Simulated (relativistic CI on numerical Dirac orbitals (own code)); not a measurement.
What each ingredient does to the levels of Bi LXXVIII

Base calculation: Dirac-Coulomb-Breit CI, orbitals from a KLI potential per configuration, a model potential for QED, unscaled Slater integrals.

CI space (outside the closed core 1s2): 2s2 2p2, 2s 2p3, 2p4, 2s2 2p 3s, 2p3 3s, 2p3 3p, 2s2 2p 3p, 2p3 3d, 2s2 2p 3d, 2s 2p2 3s, 2s 2p2 3p, 2s 2p2 3d, 2s2 2p 4s, 2s2 2p 4p, 2s2 2p 4d, 2s2 2p 4f. Levels of other configurations are missing.

The lowest level and the first level of each name with at least 55 % of one term (blank where a level has no safe partner in the second run):

```tsv
Level	Base (eV)	Shift (eV)
2s2 2p2 3P_0	0.0	0.0
2s2 2p2 3P_1	2422.4	-1.4
2s2 2p2 1D_2	2440.5	-1.4
2s2 2p2 3P_2	4897.2	+3.9
2s2 2p2 1S_0	4972.1	+5.8
2s 2p3 3D°_3	5228.3	-2.7
2s 2p3 3P°_0	5307.6	-2.9
2s 2p3 1D°_2	5341.8	-2.2
2s 2p3 3P°_1	5347.4	-2.7
2p4 3P_2	5732.2	-8.9
2p4 1S_0	5809.8	-10.8
2p4 3P_1	8176.9	-3.7
2p4 1D_2	8195.3	-3.5
2p4 3P_0	10687.7	-4.7
2s2 2p 3s 3P°_0	13702.5	+1.2
2s2 2p 3s 3P°_1	13706.3	+0.3
2s2 2p 3p 3D_1	13808.9	0.0
2s2 2p 3p 3P_0	13869.6	+1.2
2s 2p2 3s 3P_0	14091.5	-4.9
2s2 2p 3d 3F°_2	14625.8	-1.0
2s2 2p 3s 3P°_2	16188.4	+7.4
2s2 2p 3s 1P°_1	16199.2	+7.2
```

At this charge energies of transitions that change n are usually good to better than 1 %, and those within a shell (Δn = 0) to a few per cent.

Question: One thing was changed in a second run, which moved the levels as shown. Which?
A. QED terms removed
B. configuration mixing switched off
C. Breit term removed

Answer: B. Configuration mixing switched off. Without mixing, levels that were pushed by configurations of the same parity and J return to their single-configuration places.

LS names give the leading component of a level, which can be under half, so a name can repeat, a term be missing and a line seem to break the LS rules.
